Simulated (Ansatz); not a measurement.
A CCSD(T) single point on C3H5AlO, SMILES `C=[C]1[O][Al]1[CH3]`.

```yaml
crystal:
  periodic: [false, false, false]
  atoms:
    - {symbol: C, position_ang: [-0.860753, -1.988600, 1.580069]}
    - {symbol: C, position_ang: [-0.315505, -1.082880, 0.786656]}
    - {symbol: O, position_ang: [0.961860, -1.150488, 0.172572]}
    - {symbol: Al, position_ang: [0.203805, 0.334757, -0.283150]}
    - {symbol: C, position_ang: [0.520329, 1.908332, -1.352583]}
    - {symbol: H, position_ang: [-0.335575, -2.905725, 1.831950]}
    - {symbol: H, position_ang: [-1.847650, -1.825306, 1.992110]}
    - {symbol: H, position_ang: [-0.047939, 2.765693, -0.986315]}
    - {symbol: H, position_ang: [0.222539, 1.726354, -2.389000]}
    - {symbol: H, position_ang: [1.581989, 2.166864, -1.349408]}
basis:
  gaussian: {orbitals: def2-SVP}
correlation: {method: ccsd_t}
```

```sh
$ ansatz run in.yaml --threads 2 --pin off --events-out ev --progress --plain --max-ram 4352MiB
```

Output of Ansatz, abridged:

```
Functional definition: HF
984 factors; integrals over basis functions are off by at most 1.4e-3 eV
mean field evaluation 1: about -11779.0138 eV, gradient 4.0e1 eV
mean field evaluation 2: about -11779.0237 eV, gradient 4.0e1 eV
mean field evaluation 4: about -11783.0790 eV, gradient 5.1e0 eV
mean field evaluation 8: about -11783.1587 eV, gradient 3.2e-1 eV
mean field evaluation 16: about -11783.0676 eV, gradient 5.1e0 eV
mean field -11783.15946325 eV, -433.0231233623 hartree, gradient 1.7e-6 eV, S^2 0.000000; 0 other end points of the search recorded, 0 dependent functions left out
9 core orbitals not correlated: weight in the atoms' cores, before any rotation towards them, 1.000 or more for the frozen orbitals, at most 0.000 for the correlated occupied ones
reference -11783.15946325 eV, -433.0231233623 hartree; 13, 13 occupied and 77, 77 virtual orbitals, 984 factors
second order -17.64945154 eV of doubles, -0.00000000 eV of singles
cycle   1  -18.01985222 eV  change   -3.7e-1 eV  update   1.2e-1
cycle   2  -18.52469418 eV  change   -5.0e-1 eV  update   4.1e-2
cycle   3  -18.70097980 eV  change   -1.8e-1 eV  update   2.5e-2
cycle   4  -18.69976361 eV  change    1.2e-3 eV  update   7.4e-3
cycle   5  -18.69745570 eV  change    2.3e-3 eV  update   3.6e-3
cycle   6  -18.69788266 eV  change   -4.3e-4 eV  update   1.2e-3
cycle   7  -18.69750030 eV  change    3.8e-4 eV  update   6.2e-4
cycle   8  -18.69742844 eV  change    7.2e-5 eV  update   2.2e-4
cycle   9  -18.69752189 eV  change   -9.3e-5 eV  update   8.8e-5
cycle  10  -18.69749877 eV  change    2.3e-5 eV  update   2.9e-5
perturbative correction -0.66486422 eV, -0.0244333093 hartree
Total energy: -11802.52182624 eV, -433.7346770776 hartree
```

Run time 4.5 s (2 threads of an Intel Xeon 6975P-C on a shared host); peak host memory 0.47 GiB.

MP2 recovers 91.2 % of the CCSD(T) correlation energy and the triples give 3.4 %; T1 = 0.0176.
